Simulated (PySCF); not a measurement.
Dipole response of Be (beryllium, neutral)

[He] 2s1 2p1, high-spin 3P determinant (an excited configuration). Computed with PySCF 2.14 in dyall-acv3z (15s9p4d2f, 76 functions), with scalar relativity by spin-free X2C-1e. Coupled (time-dependent) response in atomic units; α is the mean over directions.

```
method  mean α (bohr³)         α xx, yy, zz  C₆ (like pair)  S(−4)
   UHF           38.49  38.92, 37.63, 38.92           219.1   1095
   PBE           43.98  41.07, 49.79, 41.07           258.3   1683
  PBE0           41.80  40.25, 44.90, 40.25           242.3   1422
  PW91           43.53  40.72, 49.16, 40.72           254.5   1650
```

S(−4) is the Cauchy moment in α(ω) = α(0) + S(−4) ω² + …

α(iu) at UHF:

| u (hartree) | α(iu) (bohr³) |
| --- | --- |
| 0 | 38.49 |
| 0.0500 | 35.95 |
| 0.100 | 30.18 |
| 0.200 | 18.83 |
| 0.300 | 11.86 |
| 0.500 | 5.643 |
| 0.750 | 2.890 |
| 1.00 | 1.755 |
| 1.50 | 0.8555 |
| 2.00 | 0.5136 |
| 3.00 | 0.2536 |
| 5.00 | 0.1068 |

The components differ because the open shell of this determinant is not spherical; for a pure term their mean is the scalar polarisability.
